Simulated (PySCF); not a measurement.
Calculations on `[O+]#CCOC(F)F`, in the order of a workflow; each names the level of the geometry that it ran on. Settings lines and outputs come from a driver script.

C3H3F2O2 (charge +1).
Numbering: `[O+:1]#[C:2][CH2:3][O:4][CH:5]([F:6])[F:7]` (hydrogens: H8, H9 on C3; H10 on C5)

Step 1: PBE0-D3(BJ)/def2-SVP geometry optimisation, gas phase (PySCF 2.14.0) (from the GFN2-xTB geometry)
```json
{"job": {"xc": "PBE0", "basis": "def2-SVP", "d3": "d3bj", "grid": 1, "kind": "geom"}, "charge": 1, "multiplicity": 1}
```
```
step   0  E = -465.08367120  max force = 0.036407
step   1  E = -465.08809955  max force = 0.005775
step   2  E = -465.08843156  max force = 0.003898
step   3  E = -465.08875290  max force = 0.002871
step   4  E = -465.08892772  max force = 0.002131
step   5  E = -465.08900190  max force = 0.001558
step   6  E = -465.08904416  max force = 0.000877
step   7  E = -465.08904808  max force = 0.000376
optimisation converged
```

Final energy -465.08905 Eh after 7 steps. Energies in Eh; «max force» is the largest Cartesian gradient component in Eh/bohr.

The run took about 50 s of CPU time (one thread, shared machine).

Step 2: TDDFT PBE0/def2-SVPD, vertical, gas phase, core orbitals frozen in the response (PySCF 2.14.0, density-fitted response routines) (on the PBE0-D3(BJ)/def2-SVP geometry)
```json
{"job": {"kind": "uv", "xc": "PBE0", "basis": "def2-SVPD", "dynamic": true, "nstates": 6, "ntriplets": 0}, "charge": 1, "multiplicity": 1}
```
```
...
Static polarisability (au): isotropic 39.660, principal 31.935 37.957 49.087
Singlet excitations
state   eV       nm        f      main configurations
  1   5.5261    224.4   0.00376   H->L 0.99
  2   6.0784    204.0   0.00178   H->L+1 0.99
  3   6.4116    193.4   0.00181   H-2->L 0.59, H-1->L 0.39
  4   6.7232    184.4   0.03429   H-1->L 0.56, H-2->L 0.35
  5   7.0403    176.1   0.01819   H-1->L+1 0.94
  6   7.1112    174.4   0.02135   H-2->L+1 0.94
```

HOMO -15.71 eV, LUMO -8.67 eV; lowest singlet 5.53 eV; mean polarisability 39.7 au.

Cost: about 30 s of CPU time on one thread; the machine was shared, so the figure is rough.

Step 3: core-valence-separated TDA BHandHLYP/aug-pcX-1 H:pcseg-1, K edges, non-relativistic, gas phase (PySCF 2.14.0, density-fitted response routines) (on the PBE0-D3(BJ)/def2-SVP geometry)
```json
{"job": {"kind": "xas", "xc": "BHandHLYP", "basis": {"default": "aug-pcX-1", "H": "pcseg-1"}}, "charge": 1, "multiplicity": 1}
```
```
...
C K edge
   eV          f      from atoms
  284.727   0.08748   C1
  285.017   0.09050   C1
  286.221   0.00631   C2
  286.783   0.00192   C2
  288.033   0.06609   C2
  289.629   0.00623   C4
  290.042   0.03614   C2
  290.273   0.00173   C4
  290.440   0.05291   C2
  291.044   0.04064   C2
  291.091   0.00145   C1
  291.241   0.08174   C4
  291.851   0.08580   C4
  292.431   0.05865   C4
  292.638   0.00227   C2
  293.027   0.00950   C4
O K edge
   eV          f      from atoms
  531.425   0.05091   O0
  531.617   0.02408   O3
...
```

Lowest C 1s excitation 284.7 eV; lowest O 1s excitation 531.4 eV; lowest F 1s excitation 684.5 eV; the energies are raw, with no shift to experiment and no relativistic term. The log counts atoms from 0, this text from 1.

Rough CPU time on one thread of a shared machine: about 40 s.

Geometry of the electronic-property runs (PBE0-D3(BJ)/def2-SVP):
```
atom  x, y, z in Å
O1     2.1479   -0.6104    1.4331
C2     1.5386   -0.1783    0.6070
C3     0.7827    0.3865   -0.5409
O4    -0.2841   -0.4186   -0.8627
C5    -1.3638   -0.3136    0.0099
F6    -0.9024   -0.6010    1.2453
F7    -1.8110    0.9289    0.0309
H8     1.5040    0.4129   -1.3803
H9     0.5284    1.4289   -0.2552
H10   -2.1300   -1.0317   -0.3126
```

One conformer stands for the species.
